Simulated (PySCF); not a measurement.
Working out the ionisation energy of Xe

Xe [Xe] (1S) → Xe⁺ [Kr] 4d10 5s2 5p5 (2P). All numbers are calculated (PySCF 2.14, the spin-free X2C one-electron Hamiltonian (Gaussian nucleus), in aug-cc-pVTZ-DK3). Frozen: [Kr] 4d10. Energies in hartree (1 hartree = 27.21139 eV):

| part | Xe (lower) | Xe⁺ (upper) |
| --- | --- | --- |
| UHF | -7443.164844 | -7442.743403 |
| CCSD correlation | -0.163625 | -0.136640 |
| (T) | -0.005544 | -0.003861 |

**Question.** What does Hartree-Fock give?

**Answer.** (-7442.743403) − (-7443.164844) = 0.421441 hartree = 11.468 eV.

**Question.** What do CCSD and CCSD(T) give?

**Answer.** The CCSD correlation energies differ by 0.026985 hartree = 0.734 eV and the triples by 0.001683 hartree = 0.046 eV, so CCSD gives 12.202 eV and CCSD(T) 12.248 eV.

Measured between the centres of the two terms (NIST): 12.565 eV, so CCSD(T) (valence) is off by -0.317 eV.

What remains against the reference includes basis incompleteness, the frozen core and higher excitations.
